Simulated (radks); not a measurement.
Results of a calculation; reference values are marked as such.
Species: Ti IV. Configuration: [Ar] 4s1 (not the ground configuration).

Level of theory: Dirac Kohn-Sham, PBE, spin-unpolarised, spherical densities, finite nucleus; Fermi nuclear charge, rms radius 3.5921 fm (a radial shooting solver on a logarithmic mesh with Libxc functionals).

Energy parts (eV):
part                      energy
total                 -23168.970
kinetic                23398.252
electron-nucleus      -54347.133
Hartree                 8888.787
exchange-correlation   -1108.876

Orbitals (lengths in bohr, moments of r in powers of bohr):
| orbital | occ. | eigenvalue (eV) | <1/r> | <r^2> |
|---|---|---|---|---|
| 1s1/2 | 2 | -4909.787 | 21.80 | 0.006514 |
| 2s1/2 | 2 | -580.3253 | 4.559 | 0.1248 |
| 2p1/2 | 2 | -491.3581 | 4.490 | 0.1025 |
| 2p3/2 | 4 | -485.5936 | 4.433 | 0.1043 |
| 3s1/2 | 2 | -102.3870 | 1.440 | 1.099 |
| 3p1/2 | 2 | -78.4392 | 1.331 | 1.236 |
| 3p3/2 | 4 | -77.7138 | 1.320 | 1.252 |
| 4s1/2 | 1 | -29.0942 | 0.5281 | 7.219 |

The highest occupied level is 4s1/2 at -29.094 eV. Summed over all electrons, <r^2> = 17.78 bohr^2, which gives a Langevin (diamagnetic) susceptibility term of -14.1 x 10^-6 cm^3/mol.
